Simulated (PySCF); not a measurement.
**Spinor energies of Pb³⁷⁺ (lead, charge +37)**

Start: [Kr] 4d9; 4d3/2 filled at m_j = -3/2, -1/2, +1/2, +3/2; 4d5/2 filled at m_j = -3/2, -1/2, +1/2, +3/2, +5/2. Calculated with PySCF 2.14 in an even-tempered Gaussian basis (17 s from 4.1 bohr⁻², ratio 2.8; 14 p from 5.4 bohr⁻², ratio 2.8; 9 d from 5.4 bohr⁻², ratio 2.8; 3 f from 25 bohr⁻², ratio 3): generalised Hartree-Fock with the X2C-1e Hamiltonian and a Gaussian nucleus; one run each with spin-orbit coupling (SO) switched off, then screened by Boettger's factors.

| spinor shell | electrons | ε, spin-free (eV) | ε, screened SO (eV) | weight of nominal j (screened SO) | rms radius, screened SO (bohr) |
| --- | --- | --- | --- | --- | --- |
| 1s1/2 | 2 | -90037.9 | -89999.3 | 1.000 | 0.0181 |
| 2s1/2 | 2 | -17527.0 | -17514.7 | 1.000 | 0.0731 |
| 2p1/2 | 2 | -15271.8 | -16856.7 | 1.000 | 0.0618 |
| 2p3/2 | 4 | -15271.8 | -14662.2 | 1.000 | 0.0701 |
| 3s1/2 | 2 | -5431.2 | -5427.2 | 1.000 | 0.185 |
| 3p1/2 | 2 | -4773.1 | -5134.3 | 1.000 | 0.177 |
| 3p3/2 | 4 | -4773.1 | -4630.7 | 1.000 | 0.193 |
| 3d3/2 | 4 | -4094.9 | -4158.0 | 1.000 | 0.169 |
| 3d5/2 | 6 | -4094.9 | -4049.9 | 1.000 | 0.173 |
| 4s1/2 | 2 | -2287.9 | -2286.6 | 1.000 | 0.384 |
| 4p1/2 | 2 | -2044.2 | -2155.3 | 1.000 | 0.385 |
| 4p3/2 | 4 | -2044.2 | -1999.4 | 1.000 | 0.416 |
| 4d3/2 | 4 | -1776.0 | -1794.3 | 0.997 | 0.403 |
| 4d5/2 | 5 | -1776.0 | -1762.7 | 0.997 | 0.412 |

| quantity | spin-free | screened SO |
| --- | --- | --- |
| E (hartree) | -20078.63410 | -20117.07729 |
| M_J | 5/2 | 5/2 |
| ⟨J²⟩ | 8.750 | 8.750 |
| ⟨L²⟩ | 6.000 | 6.134 |
| ⟨S²⟩ | 0.750 | 0.884 |

Each row is a mean over spinors that exchange with the open shell spreads, by up to 16.319 eV (4p3/2).

Breit and QED terms are absent; they matter most for the inner s and p1/2 levels.

Densities and radii are taken from the X2C orbitals without a picture-change correction, which distorts them close to the nucleus.

Without spin-orbit coupling the j labels of p, d and f shells carry no meaning; the spin-free column gives the mean over the occupied spinors of each nl shell.
